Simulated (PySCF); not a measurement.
CrFO₂, charge +1, multiplicity 1. Atoms are numbered in the order given.

```xyz
4

Cr     0.0529     0.2581     0.0000
O      0.7797    -0.2652     1.2102
O      0.7797    -0.2652    -1.2102
F     -1.5274    -0.2169     0.0000
```
Charge +1, spin multiplicity 1.

Geometry optimised at PBE0-D3(BJ)/def2-SVP. The spin state was assumed, not searched. The isomer is the one that the SMILES or the coordinates give; other isomers of the formula were not compared.

Calculation: PBE0/pcSseg-2 (PySCF).

GIAO shieldings, no solvent; atoms alike by connectivity are averaged. δ = σ(ref) − σ: ¹⁷O against H2O (σ = 327.8 ppm); ¹⁹F against CFCl3 (σ = 165.8 ppm), references at their B3LYP-D3(BJ)/def2-TZVP geometries, non-relativistic.

Question: Estimate the chemical shifts. (The exact figures need the calculation; the answer reports its results.)

Answer: 
```csv
nucleus,atoms,count,δ (ppm)
¹⁷O,"O2, O3",2,2136.8
¹⁹F,F4,1,573.0
```
